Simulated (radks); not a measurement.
Results of a calculation; reference values are marked as such.
Species: Fe+. Configuration: [Ar] 3d6 7f1 (not the ground configuration).

Level of theory: scalar-relativistic Kohn-Sham, SCAN, spin-unpolarised, spherical densities, finite nucleus; meta-GGA in the generalised Kohn-Sham scheme; Fermi nuclear charge, rms radius 3.7377 fm (a radial shooting solver on a logarithmic mesh with Libxc functionals).

Energy parts (Ry):
total: -2543.80177
kinetic: 2574.33736
electron-nucleus: -6052.21624
Hartree: 1045.08338
exchange-correlation: -111.00627

Orbitals (lengths in bohr, moments of r in powers of bohr; <r^-3> diverges for s and p1/2):
| orbital | occ. | eigenvalue (Ry) | <r^-3> | <r> | <1/r> |
|---|---|---|---|---|---|
| 1s | 2 | -517.5168 | - | 0.05847 | 25.97 |
| 2s | 2 | -62.21737 | - | 0.2663 | 5.578 |
| 2p | 6 | -53.08657 | 481.7 | 0.2353 | 5.457 |
| 3s | 2 | -8.43588 | - | 0.8107 | 1.742 |
| 3p | 6 | -5.83150 | 59.19 | 0.8575 | 1.600 |
| 3d | 6 | -1.79856 | 5.065 | 1.078 | 1.237 |
| 7f | 1 | -0.06763 | 0.0007668 | 33.34 | 0.04223 |

The highest occupied level is 7f at -0.920 eV. Summed over all electrons, <r^2> = 1272 bohr^2, which gives a Langevin (diamagnetic) susceptibility term of -1.01e+03 x 10^-6 cm^3/mol. The density falls to 0.001 e/bohr^3 at r = 3.06 bohr.
